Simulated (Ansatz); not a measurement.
trans-CrF2(H2O)4 (CrO4F2H8), relaxed as a triplet with UKS B3LYP-D4/def2-SVP in Ansatz, starting from the GFN2-xTB geometry. Force threshold 0.02 eV/Å.

The charge 0 triplet is spin-contaminated (final ⟨S²⟩ up to 2.56, 2.00 for a pure state). The relaxation made no stability test and no search for a lower SCF solution. At B3LYP-D4/def2-SVP a quintet of charge 0 lies 1.52 eV below the triplet, each at its own geometry.

Start:

Cartesian coordinates in Å:
```
Cr 0.0004 -0.0011 -0.0001
F 0.1076 1.5208 1.1831
F -0.1063 -1.5201 -1.1858
O 0.1442 1.8084 -1.4014
H 1.0581 1.8278 -1.7032
H 0.1083 2.3529 -0.5990
O -0.1429 -1.8117 1.3987
H -0.1045 -2.3545 0.5953
H -1.0577 -1.8324 1.6977
O -2.2106 -0.1437 -0.5870
H -1.9563 -0.8243 -1.2290
H -2.4030 0.6480 -1.0988
O 2.2108 0.1419 0.5914
H 2.3967 -0.6437 1.1150
H 1.9554 0.8320 1.2233
```

Task: Estimate the energy that the relaxation releases and the steps that it takes.

Result: 5.5 kcal/mol, in 10 steps; 39 s on 4 threads of Intel Xeon 6975P-C on a shared host. No frequencies were taken in this run, so the end may be a saddle point.

Task: Does the start keep its bonding and symmetry?

Result: By distances, no bond broke or formed. The bond that changes most is Cr1–O13, from 2.29 to 2.16 Å (atoms count from 1). Point group Ci at the start, Ci at the end, both within 0.05 Å.

Task: Predict the relaxed structure.

Result: 
```csv
atom,x (Å),y (Å),z (Å)
Cr1,-0.001,0.000,0.000
F2,0.194,1.594,1.092
F3,-0.195,-1.594,-1.093
O4,-0.019,1.809,-1.389
H5,0.817,1.958,-1.852
H6,0.097,2.206,-0.487
O7,0.021,-1.810,1.388
H8,-0.100,-2.206,0.486
H9,-0.813,-1.956,1.855
O10,-2.071,0.018,-0.622
H11,-1.804,-0.777,-1.139
H12,-2.091,0.744,-1.266
O13,2.070,-0.019,0.622
H14,2.091,-0.744,1.268
H15,1.804,0.777,1.138
```
Bond lengths: 4 × Cr–O 2.16 to 2.28 Å; 2 × Cr–F 1.94 Å; 8 × H–O 0.97 to 0.99 Å.
